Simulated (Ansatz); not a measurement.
A structure relaxed at PBE0-D4/def2-TZVP, charge 0, multiplicity 1:

```xyz
10

N    -0.909    0.869    1.838
C    -0.446    0.434    0.758
C    -1.095   -0.118   -0.483
Ge    0.841    0.174   -0.679
O     1.909   -1.238   -0.808
H    -0.171    1.218    2.450
H    -1.378   -1.168   -0.397
H    -1.874    0.480   -0.956
H     1.447    1.280   -1.535
H     1.676   -1.931   -0.187
```

(1) Give its formula and SMILES.

(2) Summarise the bond lengths by kind.

Answers

(1) C2H5GeNO, `N=[C]1[CH2][GeH]1[OH]`.

(2) 1 × C–N 1.253 Å; 1 × H–N 1.020 Å; 1 × C–C 1.505 Å; 2 × C–Ge 1.946 to 1.967 Å; 2 × C–H 1.089 to 1.092 Å; 1 × Ge–O 1.775 Å; 1 × Ge–H 1.525 Å; 1 × H–O 0.960 Å.

All numbers were calculated with Ansatz.
